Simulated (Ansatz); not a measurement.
Reactions of C2H6O2SSi, SMILES `O[Si]1(S)CCO1`.

Isolated molecules relaxed with PBE0-D4/def2-TZVP in Ansatz; ΔE leaves out vibrations. CCSD(T)/CBS adds triple-zeta CCSD(T) − MP2 to the extrapolated MP2 energy (def2 sets, frozen cores). This one scheme is used for every species, atoms too. DFT in def2-TZVPP. Open shells (•) are unrestricted, without spin–orbit coupling. Spin–orbit coupling would lower the free atoms: a little for C, O, S, Si. Each species was taken in one conformer, which may not be the lowest.

| reaction | CCSD(T)/CBS(def2) (kJ/mol) |
| --- | --- |
| `O[Si]1(S)CCO1` → `O=COC[SiH2]S` | 267 |
| `O[Si]1(S)CCO1` → 2 C• + 6 H• + 2 O• + S• + Si• | 4761 |
| `O[Si]1(S)CCO1` + H₂ → `O[SiH]1CCO1` + H₂S | ? |
| `O[Si]1(S)CCO1` → `C=C[Si](O)(O)S` | ? |
| `O[Si]1(S)CCO1` → `O/C([SiH3])=C(\O)S` | 410 |
| `O[Si]1(S)CCO1` + `O[SiH2][Si](F)(Cl)Cl` → `S[SiH]1CCO1` + `O[SiH](O)[Si](F)(Cl)Cl` | 15 |
| `O[Si]1(S)CCO1` + H₂ → `S[SiH]1CCO1` + H₂O | 99 |

**Question.** Fill in the missing values. (Estimate.)

**Answer.** The calculation gave: `O[Si]1(S)CCO1` + H₂ → `O[SiH]1CCO1` + H₂S: +54.1 kJ/mol; `O[Si]1(S)CCO1` → `C=C[Si](O)(O)S`: -37.7 kJ/mol.

Largest T1 diagnostic: 0.015, for `O=COC[SiH2]S`.
